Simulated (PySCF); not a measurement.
1,3,5-triazine, SMILES c1ncncn1 (PBE0/def2-SVP optimised geometry):

```
9

C     -1.101    -1.090     0.000
N     -1.874    -0.008     0.000
C     -1.209     1.143     0.000
N      0.114     1.271     0.000
C      0.778     0.120     0.000
N      0.228    -1.090     0.000
H     -1.603    -2.066     0.000
H     -1.803     2.066     0.000
H      1.874     0.173     0.000
```

Computed with PBE0/def2-TZVP in PySCF.

Q: What are the frontier orbital energies and the dipole moment?

A: HOMO-2 -9.72 eV, HOMO-1 -8.07 eV, HOMO -8.07 eV, LUMO -1.63 eV, LUMO+1 -1.63 eV; dipole moment 0.00 D.

On the same geometry PBE/def2-TZVP run with PySCF gives HOMO-2 -8.61 eV, HOMO-1 -6.49 eV, HOMO -6.49 eV, LUMO -2.66 eV, LUMO+1 -2.66 eV; dipole moment 0.00 D.

Meta-Löwdin charges at PBE0/def2-TZVP: C1 0.14, N2 -0.28, C3 0.14, N4 -0.28, C5 0.14, N6 -0.28, H7 0.14, H8 0.14, H9 0.14.
